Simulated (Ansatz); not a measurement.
Ansatz (a program for electronic structure) input (B3LYP-D3(BJ)/def2-TZVP):

Ansatz 0.2 input:
```yaml
crystal:
  periodic: [false, false, false]
  atoms:
    - {symbol: Zn, position_ang: [-0.57687527, 0.11435215, 0.25869007]}
    - {symbol: F, position_ang: [0.81343053, 0.55642734, -1.09146355]}
    - {symbol: F, position_ang: [1.10948705, -0.93760116, 0.22916331]}
basis:
  gaussian:
    orbitals: def2-TZVP
hamiltonian:
  xc: b3lyp
  dispersion: d3bj
magnetization: {spin_polarized: true, initial_magnetization: 2}
phonons: {temperatures: {t_min: 298.15, t_max: 298.15, t_step: 100}}
```

Output:

```
Functional definition: B3LYP
integrals: 0.04 GiB planned
837 factors; their error is unknown
mean field: 0.49 GiB planned
mean field evaluation 1: about -53848.2435 eV, gradient 4.8e1 eV
mean field evaluation 2: about -53808.8241 eV, gradient 1.3e2 eV
mean field evaluation 4: about -53854.3655 eV, gradient 1.0e1 eV
mean field evaluation 8: about -53854.6505 eV, gradient 1.7e-1 eV
mean field evaluation 16: about -53854.7353 eV, gradient 7.4e-4 eV
mean field -53854.73525278 eV, -1979.1250164890 hartree, gradient 7.5e-6 eV, S^2 2.007016; 3 other end points of the search recorded, 0 dependent functions left out
the calculation of the forces begins
reference -53854.73543657 eV, -1979.1250232432 hartree; 25, 23 occupied and 85, 87 virtual orbitals, 837 factors
these checks for a lower state are left out or cut short: stability, starts, cluster_reference, orbital_swaps, neighbouring_geometries, increment
integrals: 0.04 GiB planned
837 factors; their error is unknown
mean field: 0.48 GiB planned
mean field evaluation 32: about -53854.7352 eV, gradient 5.1e-5 eV
mean field -53854.73523604 eV, -1979.1250158738 hartree, gradient 1.3e-6 eV, S^2 2.007012; 0 other end points of the search recorded, 0 dependent functions left out
the calculation of the forces begins
reference -53854.73541986 eV, -1979.1250226290 hartree; 25, 23 occupied and 85, 87 virtual orbitals, 837 factors
these checks for a lower state are left out or cut short: stability, starts, cluster_reference, orbital_swaps, neighbouring_geometries, increment
integrals: 0.04 GiB planned
837 factors; their error is unknown
mean field: 0.48 GiB planned
mean field -53854.73523986 eV, -1979.1250160142 hartree, gradient 1.3e-6 eV, S^2 2.007020; 0 other end points of the search recorded, 0 dependent functions left out
the calculation of the forces begins
reference -53854.73542362 eV, -1979.1250227674 hartree; 25, 23 occupied and 85, 87 virtual orbitals, 837 factors
these checks for a lower state are left out or cut short: stability, starts, cluster_reference, orbital_swaps, neighbouring_geometries, increment
integrals: 0.04 GiB planned
837 factors; their error is unknown
mean field: 0.48 GiB planned
mean field -53854.73523231 eV, -1979.1250157367 hartree, gradient 1.1e-6 eV, S^2 2.007033; 0 other end points of the search recorded, 0 dependent functions left out
the calculation of the forces begins
reference -53854.73541609 eV, -1979.1250224907 hartree; 25, 23 occupied and 85, 87 virtual orbitals, 837 factors
these checks for a lower state are left out or cut short: stability, starts, cluster_reference, orbital_swaps, neighbouring_geometries, increment
integrals: 0.04 GiB planned
837 factors; their error is unknown
mean field: 0.48 GiB planned
mean field -53854.73522972 eV, -1979.1250156415 hartree, gradient 2.4e-6 eV, S^2 2.006999; 0 other end points of the search recorded, 0 dependent functions left out
the calculation of the forces begins
reference -53854.73541351 eV, -1979.1250223959 hartree; 25, 23 occupied and 85, 87 virtual orbitals, 837 factors
these checks for a lower state are left out or cut short: stability, starts, cluster_reference, orbital_swaps, neighbouring_geometries, increment
integrals: 0.04 GiB planned
837 factors; their error is unknown
mean field: 0.49 GiB planned
mean field -53854.73524806 eV, -1979.1250163154 hartree, gradient 1.9e-6 eV, S^2 2.007016; 0 other end points of the search recorded, 0 dependent functions left out
the calculation of the forces begins
reference -53854.73543183 eV, -1979.1250230691 hartree; 25, 23 occupied and 85, 87 virtual orbitals, 837 factors
these checks for a lower state are left out or cut short: stability, starts, cluster_reference, orbital_swaps, neighbouring_geometries, increment
integrals: 0.04 GiB planned
837 factors; their error is unknown
mean field: 0.48 GiB planned
mean field evaluation 64: about -53854.6518 eV, gradient 8.6e-2 eV
mean field -53854.73524598 eV, -1979.1250162393 hartree, gradient 2.6e-6 eV, S^2 2.007015; 0 other end points of the search recorded, 0 dependent functions left out
the calculation of the forces begins
reference -53854.73542979 eV, -1979.1250229941 hartree; 25, 23 occupied and 85, 87 virtual orbitals, 837 factors
Total energy: -53854.78155362 eV, -1979.1267180136 hartree
Atom 0 at    -0.576875     0.114352     0.258690 Å, force    -0.000304     0.000060     0.000136 eV/Å
Atom 1 at     0.813431     0.556427    -1.091464 Å, force     0.000174    -0.000141     0.000030 eV/Å
Atom 2 at     1.109487    -0.937601     0.229163 Å, force     0.000130     0.000080    -0.000166 eV/Å
Dipole moment:    -0.564335     0.111866     0.253067 e Å
Vibrations: 248.35 293.54 465.27 cm⁻¹, zero-point energy 0.062436 eV
```

The spin state was set by rule; other spins were not relaxed.
